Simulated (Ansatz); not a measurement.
Cost and result up the ladder for the cluster In6Sb4Br6 (16 atoms). Charge 0, multiplicity 1. Geometry: PBE-D4/def2-SVP.

| atom | x (Å) | y (Å) | z (Å) |
| --- | --- | --- | --- |
| In1 | 0.674 | 0.116 | 1.351 |
| In2 | 2.884 | 1.161 | -0.938 |
| In3 | 2.763 | -2.319 | 1.739 |
| In4 | -3.280 | 2.497 | 2.809 |
| In5 | 3.182 | -2.490 | -2.535 |
| In6 | -4.024 | -1.253 | 0.669 |
| Sb7 | -0.670 | 1.594 | -1.303 |
| Sb8 | 1.032 | 2.899 | 0.766 |
| Sb9 | -0.290 | -1.382 | -1.057 |
| Sb10 | 1.133 | 0.082 | -3.062 |
| Br11 | 1.895 | -4.030 | -0.415 |
| Br12 | -4.123 | 1.566 | 0.194 |
| Br13 | -1.513 | -0.122 | 2.898 |
| Br14 | 4.652 | -1.066 | -0.253 |
| Br15 | -1.390 | 4.210 | 1.280 |
| Br16 | -2.925 | -1.461 | -2.144 |

Ansatz on 2 threads of AMD EPYC 7R13 on a shared host and a share (18 GiB) of an NVIDIA H100 80GB HBM3. Times are rough, and most runs start from the orbitals of an earlier one. No level here is sound enough to serve as a yardstick. Binding counts from free atoms at the same level (In doublet, Sb quartet, Br doublet; other spins of the atoms weren't run), without zero-point energy or a counterpoise term.

In the def2 sets In, Sb take a core potential; there is no spin–orbit coupling. Correlated methods freeze 94 core orbitals; core or outer-core shells of In, Sb, Br are correlated, in sets that lack core-valence functions. The rows differ in basis, and correlated rows in double-zeta sets carry the largest basis error. Single mean-field runs in def2-SVP, def2-TZVP are fitted with def2-universal-jkfit. Another isomer (singlet) lies 0.81 eV lower at PBE0-D4/def2-TZVP; other spin states weren't run for this one.

Run but left out: HF/def2-SVP (restricted singlet, unstable towards broken spin symmetry).

Correlated methods converge slowly with the basis, most of all in double-zeta sets.

```
                        level  functions  wall time  binding energy per atom (eV)                        remarks
           r2SCAN-D4/def2-SVP        452      5.5 s                          2.35  restricted SCF unstable in HF
PBE-D4/def2-SVP (with forces)        452        6 s                          2.50                              –
             PBE-D4/def2-TZVP        788        6 s                          2.49  restricted SCF unstable in HF
             PBE0-D4/def2-SVP        452        6 s                          2.37  restricted SCF unstable in HF
            PBE0-D4/def2-TZVP        788        8 s                          2.37  restricted SCF unstable in HF
                 MP2/def2-SVP        452       13 s                          2.16        restricted SCF unstable
             RPA@PBE/def2-SVP        452       15 s                          1.82                              –
```
